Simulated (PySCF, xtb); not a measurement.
C₃H₃ClF₂, SMILES F[C@H]1[C@@H]([C@H]1F)Cl.

xtb with GFN2-xTB at its own geometry gives an orbital gap of 6.70 eV and a dipole moment of 1.91 D.

Geometry: B3LYP-D3(BJ)/def2-SVP. The structure was generated by enumeration; whether it is a known compound was not checked.

Question: What does M06-2X/def2-TZVP (PySCF) give? (An estimate is asked for; the answer gives what the named calculation found.)

Answer: gap 10.39 eV (levels -9.62 and 0.77 eV), dipole 1.32 D.
